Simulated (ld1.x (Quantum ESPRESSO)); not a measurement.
## Varying the TM potential for P

Base potential:

P, norm-conserving Troullier–Martins (Kleinman–Bylander form), made with ld1.x (Quantum ESPRESSO) 7.5 (PBEsol, non-relativistic). Core [He], reference 2s2 2p6 3s2 3p2.5 (charge +0.5). Waves: 2s (bound): rc 0.60 bohr; 2p (bound): rc 0.65 bohr. Local part: the p channel. Core correction: Bessel-smoothed model core inside 0.50 bohr.

Occupied shells without a wave of their own: 3p, 3s. They enter only through the test configuration that unscreens the potential, and ld1.x also counts them in the model core charge.

All-electron outer shells of the reference configuration (PBEsol, non-relativistic, ld1.x):

```
shell  level (eV)  outermost node (bohr)  outermost maximum (bohr)
   2s     -177.64                   0.14                      0.42
   2p     -129.35                      –                      0.36
   3s      -18.30                   0.66                      1.58
   3p       -9.65                   0.64                      1.81
```

Cutoffs, loose and tight: the cutoffs (Ry, on a coarse ladder) from which the occupation-weighted sum of valence levels, in a spherical-Bessel basis at the reference potential, stays within 10 and 1 mRy of its value at 400 Ry. They do not see the model core or the augmentation charge, which bear on the density cutoff. Test errors are all-electron minus pseudo excitation energies from the reference, over the configurations 2s2 2p6 3s2 3p3; 2s2 2p6 3s2 3p2; 2s2 2p6 3s2 3p1; 2s2 2p6 3s1 3p3; 2s2 2p6 3s2 3p0; 2s2 2p6 3s2 3p3.3; 2s2 2p6 3s1 3p4. A dash means not determined; rows that change the core or the reference have their own tests.

With those shells counted twice in exchange and correlation these files are broken, and their errors move erratically; no question is asked of them.

```csv
change,outcome,"cutoff, loose","cutoff, tight",bound ghosts,largest test error (meV)
base,"generated, misses its reference levels by 0.15 eV",over 300 Ry,over 300 Ry,none,-406
reference 2s2 2p6 3s1 3p4,generated,over 300 Ry,over 300 Ry,none,-1406
functional PBE,"generated, misses its reference levels by 0.15 eV",over 300 Ry,over 300 Ry,none,-379
local potential all-electron potential smoothed inside 0.50 bohr (lloc = -1),generated,over 300 Ry,over 300 Ry,none,-848
core correction none,"generated, misses its reference levels by 0.15 eV",over 300 Ry,over 300 Ry,none,+704
"core [Ne], valence charge 5; reference 3s1.5 3p3.5; waves now 3s (bound): rc 1.10 bohr; 3p (bound): rc 1.50 bohr; local potential all-electron potential smoothed inside 1.30 bohr (lloc = -1); core correction none",generated,60 Ry,180 Ry,none,+204
wave 2s (bound): rc 0.60 bohr becomes 2s (bound): rc 0.62 bohr,"generated, misses its reference levels by 0.15 eV",over 300 Ry,over 300 Ry,none,-406
wave 2p (bound): rc 0.65 bohr becomes 2p (bound): rc 0.98 bohr,"generated, misses its reference levels by 1.40 eV",over 300 Ry,over 300 Ry,none,+3810
"type PAW; waves now 2s (bound): rc 0.60 bohr; 3s (bound): rc 0.60 bohr; 2p (bound): rc 0.65 bohr; 3p (bound): rc 0.65 bohr; local potential all-electron potential smoothed inside 0.45 bohr (lloc = -1); augmentation PSQ, radius 0.45 bohr",failed: invmat: error in DGETRF,–,–,–,–
"all radii but the core radius scaled by about 1.14 (s 0.68, p 0.74 bohr)","generated, misses its reference levels by 0.29 eV",300 Ry,over 300 Ry,none,+286
"core [Ne], valence charge 5; reference 3s2 3p3; waves now 3p (bound): rc 1.70 bohr; 3s (bound): rc 1.10 bohr; local potential the s channel; core correction Bessel-smoothed model core, default radius (core density twice the valence density)",generated,70 Ry,180 Ry,none,+227
```
